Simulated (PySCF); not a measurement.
Coordinates in bohr (charge 0 multiplicity 1):
```
Zr    0.0000    0.0000    0.0000
Cl   -2.5485   -2.5485    2.5485
Cl    2.5485   -2.5485   -2.5485
Cl   -2.5485    2.5485   -2.5485
Cl    2.5485    2.5485    2.5485
```

All numbers come from B3LYP in PySCF with Zr def2-TZVP with ECP28, Cl def2-TZVP; scalar-relativistic core potentials, no spin–orbit coupling; density-fitted integrals.

This geometry of ZrCl₄ is a stationary point at this level.

Problem. What is the point group?

Solution. Td.

Problem. Is it a minimum?

Solution. Yes: all harmonic wavenumbers are real.

Problem. List the harmonic modes with their infrared intensities.

Solution. 
```
symmetry  ω (cm⁻¹)  IR (km/mol, summed over degenerate members)     type
       e        99                                          0.0     bend
      t2       110                                          8.6     bend
      a1       373                                          0.0  stretch
      t2       421                                          348  stretch
```

Problem. What are the dipole moment and the gap between the highest occupied and lowest empty levels?

Solution. 0.00 D and 6.44 eV.

Problem. Give the ideal-gas entropy at 298.15 K and 1 bar by parts.

Solution. translation 176.7, rotation 105.6, vibration 85.7, spin 0.0; total 367.9 J/(mol K).

In Td the vibrations span e + 2t2 + a1. The a1, e modes carry no infrared intensity, as symmetry demands.

Other isomers or separated fragments may lie lower.
